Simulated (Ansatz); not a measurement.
B(CNMe)H3 (C2H6BN). The state is a singlet with charge 0. Geometry r2SCAN-D4/def2-SVP.

Cartesian coordinates in Å:
```
B -1.251 -0.336 1.626
C -0.326 -0.087 0.425
N 0.379 0.102 -0.489
C 1.224 0.329 -1.591
H 0.631 0.647 -2.462
H 1.767 -0.594 -1.847
H 1.955 1.117 -1.351
H -0.529 -0.675 2.555
H -2.024 -1.225 1.288
H -1.826 0.723 1.845
```

(1) Estimate the orbital energies around the gap (eV) in Ansatz with HF/STO-3G, LDA (SPW92)/def2-TZVP, r2SCAN-D4/def2-TZVP, r2SCANh-D4/def2-TZVP, ωB97X-V/def2-TZVP.

## Answers

(1) 
```csv
orbital,HF/STO-3G,LDA (SPW92)/def2-TZVP,r2SCAN-D4/def2-TZVP,r2SCANh-D4/def2-TZVP,ωB97X-V/def2-TZVP
HOMO−5,-17.86,-12.46,-12.83,-13.47,-16.88
HOMO−4,-13.61,-9.52,-9.75,-10.31,-13.54
HOMO−3,-13.61,-9.52,-9.75,-10.31,-13.54
HOMO−2,-12.19,-8.61,-8.99,-9.55,-12.69
HOMO−1,-9.51,-6.89,-7.11,-7.58,-10.46
HOMO,-9.51,-6.89,-7.11,-7.58,-10.46
LUMO,7.06,-1.40,-1.01,-0.64,1.96
LUMO+1,7.06,-1.40,-1.01,-0.64,1.96
LUMO+2,13.30,-0.28,0.64,0.83,2.24
LUMO+3,17.06,0.96,1.84,2.06,3.49
LUMO+4,17.06,1.77,2.63,2.91,4.73
LUMO+5,17.31,1.77,2.84,3.10,4.73
```
